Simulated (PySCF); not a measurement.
## `C=C[C@@H]1C=C[C@H](F)[SiH2]1`, C₆H₉FSi

Geometry:
```
atom   x (Å)   y (Å)   z (Å)
  C1   2.889   0.246  -0.223
  C2   1.654  -0.193  -0.388
  C3   0.521   0.083   0.544
  C4  -0.277  -1.164   0.812
  C5  -1.581  -1.176   0.592
  C6  -2.230   0.078   0.090
  F7  -2.922  -0.178  -1.094
 Si8  -0.772   1.311  -0.180
  H9   3.171   0.838   0.632
 H10   3.670   0.038  -0.935
 H11   1.397  -0.783  -1.258
 H12   0.934   0.457   1.487
 H13   0.254  -2.031   1.179
 H14  -2.201  -2.047   0.743
 H15  -3.001   0.421   0.790
 H16  -0.921   2.520   0.632
 H17  -0.592   1.593  -1.600
```

Method used: TDDFT B3LYP/def2-SVPD circular dichroism and optical rotation, one conformer, gas phase in PySCF 2.14.0. Geometry: GFN2-xTB.

The molecule is flexible and this is one conformer; a measurement averages over conformers. States above about 7.0 eV (minus the energy of the highest occupied orbital) lie near or above the ionisation threshold and depend on the basis. Singlets 14 and 15 lie within 0.01 eV of each other, so their separate moments and overlaps can depend on how they mix.

Problem. Draw the ECD and absorption spectra from the lowest 16 states, each a Gaussian of half-width 0.3 eV at 1/e height.

Solution. 
| E (eV) | λ (nm) | Δε (L mol⁻¹ cm⁻¹) | ε (L mol⁻¹ cm⁻¹) |
| --- | --- | --- | --- |
| 5.04 | 246 | -0.96 | 240 |
| 5.19 | 239 | -3.94 | 991 |
| 5.34 | 232 | -9.88 | 2490 |
| 5.49 | 226 | -15.27 | 3850 |
| 5.64 | 220 | -15.63 | 3990 |
| 5.79 | 214 | -14.22 | 3810 |
| 5.94 | 209 | -16.42 | 4710 |
| 6.09 | 203 | -18.29 | 5660 |
| 6.24 | 199 | -13.84 | 5350 |
| 6.39 | 194 | -4.35 | 5090 |
| 6.54 | 189 | +8.72 | 7180 |
| 6.69 | 185 | +22.26 | 11800 |
| 6.84 | 181 | +24.96 | 15900 |
| 6.99 | 177 | +16.47 | 16600 |
| 7.14 | 174 | +11.05 | 15000 |
| 7.29 | 170 | +9.69 | 12500 |

Δε uses R in velocity form, ε uses f in length form. Only the states computed contribute, so the short-wavelength end is incomplete.
